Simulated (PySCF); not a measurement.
Rh⁺ (rhodium, charge +1) across methods

[Kr] 4d8, high-spin 3F determinant. Calculation: PySCF 2.14, in def2-TZVPPD with the def2 core potential (28 electrons) (6s4p3d2f1g, 56 functions); scalar relativity through the core potential.

| method | E (hartree) | mean ε 4p β (eV) | mean ε 4d α (eV) | mean ε 4d β (eV) | Σ⟨r²⟩ (bohr²) | ⟨S²⟩ |
| --- | --- | --- | --- | --- | --- | --- |
| PBEsol | -110.0469 | -58.053 | -14.152 | -12.990 | 33.87 | 2.001 |
| B3LYP | -110.2476 | -60.857 | -15.545 | -14.427 | 33.70 | 2.002 |
| M06-2X | -110.1216 | -64.171 | -17.706 | -16.341 | 33.41 | 2.003 |
| PBE | -110.2127 | -58.117 | -14.147 | -13.043 | 33.84 | 2.001 |
| r2SCAN | -110.2387 | -59.226 | -14.330 | -13.122 | 33.42 | 2.002 |
| M06 | -110.1981 | -61.156 | -15.878 | -14.479 | 33.44 | 2.004 |
| PBE0 | -110.2015 | -61.334 | -15.825 | -14.597 | 33.45 | 2.002 |
| UHF | -109.51350 | -69.999 | -20.130 | -18.434 | 32.87 | 2.004 |

(1) Estimate the same row for LDA.

Energies and moments cover only the electrons outside the core potential.

## Answers

(1) E (hartree) = -109.9631; mean ε 4p β (eV) = -58.288; mean ε 4d α (eV) = -14.386; mean ε 4d β (eV) = -13.200; Σ⟨r²⟩ (bohr²) = 34.06; ⟨S²⟩ = 2.001.
